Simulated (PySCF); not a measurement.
## From computed data to an observable: chemical shift, span and skew from a shielding tensor

Zn(F)(SMe) (CH3FSZn), SMILES C[S][Zn][F]. Atoms are numbered in the order given.

```xyz
7

Zn     0.0801    -0.7028     0.0000
F     -0.3853    -2.3892     0.0000
S      0.6774     1.3854     0.0000
C     -0.9783     2.2033     0.0000
H     -1.5603     1.9580    -0.8992
H     -0.7823     3.2849     0.0000
H     -1.5603     1.9580     0.8992
```

Geometry: B3LYP-D3(BJ)/def2-SVP. The structure was generated by enumeration; whether it is a known compound was not checked. The values are those of a single conformer.

GIAO shieldings from HF/pcSseg-1 (PySCF), non-relativistic, no solvent. The symmetric part of the tensor of F2 has the principal values 450.0, 452.4, 488.9 ppm. The same nucleus in CFCl3 has σ = 238.5 ppm at this level (PySCF, at its B3LYP-D3(BJ)/def2-TZVP geometry).

Work out the isotropic shielding, the ¹⁹F shift against CFCl3, the span and the skew.


σ(iso) = (σ11 + σ22 + σ33)/3 = 463.8 ppm. δ = σ(ref) − σ(iso) = 238.5 − (463.8) = -225.3 ppm.
Span Ω = σ33 − σ11 = 38.9 ppm. Skew κ = 3(σ(iso) − σ22)/Ω = 0.88. Tumbling in solution averages the tensor to δ; in a static solid the shielding alone would spread this spin-1/2 line over Ω.
